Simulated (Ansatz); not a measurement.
Stepwise reaction of `[OH][Al]([Br])[Br]` with ammonia, as a gas-phase model of exchange steps in deposition or etching. ΔE in kJ/mol; ΔG adds harmonic PBE0-D4 terms to CCSD(T)/CBS, at 1 bar.

Computed with Ansatz on PBE0-D4/def2-TZVP structures; ΔE is electronic, products minus reactants. CCSD(T)/CBS adds triple-zeta CCSD(T) − MP2 to the extrapolated MP2 energy (def2 sets, frozen cores). This one scheme is used for every species. Functionals use def2-TZVPP. B3LYP here is the variant with VWN-RPA as its local correlation; programs differ in this. For Br outer-core shells are correlated without core-valence functions, which leaves a few kJ/mol of doubt a bond. Scalar relativity is left out up to krypton. Each species was taken in one conformer, which may not be the lowest.

```csv
step,reaction,PBE-D4,B3LYP-D4,ωB97M-V,CCSD(T)/CBS,ΔG(500 K)
1,`[OH][Al]([Br])[Br]` + NH₃ → `[NH2][Al]([OH])[Br]` + HBr,71.0,66.7,68.7,71.4,61.6
2,`[NH2][Al]([OH])[Br]` + NH₃ → `[NH2][Al]([NH2])[OH]` + HBr,80.9,77.5,80.4,81.2,67.6
```

Task: By hand: ΔE of the 2 steps together at CCSD(T)/CBS.

Result: (71.4) + (81.2) = 152.6 kJ/mol, or 76.3 kJ/mol a step.

In ΔE each step is higher than the one before. All are uphill at CCSD(T)/CBS. ΔG lies between 61.6 and 67.6 kJ/mol a step. PBE-D4 differs from CCSD(T)/CBS by -0.4 to -0.3 kJ/mol a step. Isolated molecules leave out the surface, adducts and barriers. Largest T1 diagnostic: 0.010.
